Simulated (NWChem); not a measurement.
Species: C4H4N2; SMILES N#CCCC#N

```xyz
10

N     -0.1926     2.9834     0.0000
C      0.1719     1.8819     0.0000
C      0.6071     0.4825     0.0000
C     -0.6071    -0.4825     0.0000
C     -0.1719    -1.8819     0.0000
N      0.1926    -2.9834     0.0000
H      1.2314     0.3012    -0.8816
H      1.2314     0.3012     0.8816
H     -1.2314    -0.3012     0.8816
H     -1.2314    -0.3012    -0.8816
```
Atoms are numbered in this order, from 1.

All runs: NWChem. Coordinates come from a B3LYP/6-31G* (spherical d) optimisation. Isolated, static molecule.

GIAO at PBE0/pcSseg-1: principal shieldings of C2 are -55.2, -50.9, 293.4 ppm; an isolated tetramethylsilane molecule has σ = 185.2 ppm at the same levels.

Task: Find the isotropic 13C shift, its principal values, the span and the skew.

Result: 
1. σ(iso) = one third of the sum = 62.4 ppm.
2. δ = σ(reference) − σ = 122.8 ppm against tetramethylsilane.
3. δ11, δ22, δ33 = 240.4, 236.1, -108.2 ppm.
4. Span Ω = δ11 − δ33 = 348.6 ppm; skew κ = 3(δ22 − δ(iso))/Ω = 0.98.
